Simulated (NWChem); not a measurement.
System: C$_{3}$H$_{6}$O$_{2}$; SMILES COCC=O

```xyz
11

C     -0.7112    -1.8011     0.1520
O      0.4939    -1.2088    -0.3016
C      0.7361     0.0554     0.2700
C     -0.1006     1.1592    -0.3706
O     -0.2877     2.2428     0.1330
H     -0.6930    -1.9629     1.2409
H     -0.8002    -2.7662    -0.3522
H     -1.5940    -1.1900    -0.0927
H      1.7924     0.2907     0.0809
H      0.5832     0.0682     1.3608
H     -0.5030     0.8955    -1.3756
```
Atoms are numbered in this order, from 1.

Program: NWChem. Pople sets run with spherical d functions. All runs use the structure optimised with B3LYP/6-31G* (spherical d). Level: B3LYP/6-31G* with SMD (1 M gas to 1 M solution), gas-phase geometry.

### Question
What does the run give for solvent water? Quantities: solvation free energy (kcal/mol); cavity-dispersion-structure term (kcal/mol); dipole in solution (D).

### Answer
```json
{
  "solvation free energy (kcal/mol)": "-4.1",
  "cavity-dispersion-structure term (kcal/mol)": "4.4",
  "dipole in solution (D)": "2.49"
}
```
